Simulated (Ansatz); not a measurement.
# A basis-limit estimate, worked out

An elementary step of Si2NH9S, singlet (Si₂H₆S ([SiH3][SiH2][SH]) + NH₃ → Si₂NH₇ ([NH2][SiH2][SiH3]) + H₂S; Si–S, H–N broken or loosened, Si–N, S–H formed or tightened). “Start” and “end” are the PBE0-D4/def2-TZVP structures reached by relaxing down either side of its saddle point, with the molecules still in contact.

Program: Ansatz 0.2.0. Basis: def2-TZVPP and def2-QZVPP. Cores are frozen in the correlated methods.

Energies in eV:

| quantity | end | start |
| --- | --- | --- |
| Hartree–Fock, triple zeta (X = 3) | -28168.18057 | -28168.26770 |
| Hartree–Fock, quadruple zeta (X = 4) | -28169.06917 | -28169.14065 |
| MP2 correlation, X = 3 | -18.29097 | -18.40917 |
| MP2 correlation, X = 4 | -19.67808 | -19.82175 |
| CCSD(T) correlation, X = 3 | -21.04020 | -21.13299 |

**Question.** Work out the step energy at the basis limit: extrapolate Hartree–Fock as E(X) = E∞ + A exp(−7.88 √X) and the MP2 correlation as E(X) = E∞ + B X^−2.97 (the exponents that Neese and Valeev fitted for def2-TZVPP and QZVPP), then add CCSD(T) − MP2 in triple zeta.

**Answer.** Each step is linear, so take the differences first (end − start): Hartree–Fock 0.08713 (X = 3) and 0.07148 (X = 4); MP2 correlation 0.11820 and 0.14367; CCSD(T) correlation 0.09279.
Two points give E∞ = E(4) + w [E(4) − E(3)], with w = 1/(exp(7.88 (2 − √3)) − 1) = 0.1377 for Hartree–Fock and w = 1/((4/3)^2.97 − 1) = 0.7407 for the correlation.
Hartree–Fock: 0.07148 + 0.1377 × (-0.01565) = 0.0693 eV.
MP2 correlation: 0.14367 + 0.7407 × 0.02547 = 0.1625 eV.
CCSD(T) − MP2: 0.09279 − 0.11820 = -0.0254 eV.
Sum: 0.0693 + 0.1625 + (-0.0254) = 0.2064 eV, or 4.76 kcal/mol. Plain CCSD(T) in triple zeta gives 0.1799 eV, so the larger basis shifts the result by 0.0265 eV.

The T1 diagnostic stays at or below 0.013.

Labels in which every atom is bracketed show which atoms are joined, not bond orders.

For scale, one of the runs: CCSD(T)/def2-TZVPP, 283 basis functions, launched by `ansatz run in.yaml --threads 8 --pin off --events-out ev --progress --plain --max-ram 19148MiB`. Hardware: 8 CPU threads of an Intel Xeon 6975P-C, shared host. Wall time 31 s; peak host memory 8.4 GiB.
